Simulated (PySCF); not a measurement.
Numbering as in the mapped SMILES `[CH3:1][S@:2](=[O:3])[c:4]1[cH:5][cH:6][cH:7][cH:8][cH:9]1`. Hydrogens are named by the atom that carries them.

Geometry: GFN2-xTB; GIAO shifts from PySCF, gas phase, non-relativistic, averaged over equivalent atoms.

At WP04/pcSseg-1 (200 basis functions, 34 s wall time on 1 thread of an Arm Neoverse V1, shared host):
| atoms | δ (ppm) |
| --- | --- |
| C4 | 161.1 |
| C7 | 134.9 |
| C6/C8 | 133.6 |
| C5/C9 | 128.4 |
| C1 | 53.1 |
| O3 | 44.7 |
| H(C5)/H(C9) | 7.58 |
| H(C6)/H(C8) | 7.46 |
| H(C7) | 7.38 |
| H(C1) | 2.23 |

Shifts are taken against calculated references (same method and geometry level): TMS for ¹³C (σ = 175.10 ppm), ¹H (σ = 32.00 ppm); ¹⁷O (σ = 319.30 ppm) against H2O.

What do these become at PBE0/pcSseg-1?

Answers


```
      atoms  δ at PBE0/pcSseg-1  change
         C4               160.3    -0.8
         C7               135.6    +0.7
      C6/C8               134.4    +0.8
      C5/C9               128.1    -0.3
         C1                53.3    +0.2
         O3                39.0    -5.7
H(C5)/H(C9)                7.87   +0.29
H(C6)/H(C8)                7.83   +0.37
      H(C7)                7.73   +0.35
      H(C1)                2.25   +0.02
```

Shifts are taken against calculated references (same method and geometry level): TMS for ¹³C (186.93 ppm), ¹H (31.72 ppm); ¹⁷O (336.08 ppm) against H2O.

The largest change is at O3 (S=O oxygen). Cost: 200 basis functions, 37 s wall time on 1 thread of an x86-64 server CPU, shared host. The order of the carbon signals is the same at both levels.

Experimental scales use liquid or dissolved standards, which lie at an offset from isolated H2O (liquid H2O: subtract about 36 ppm).
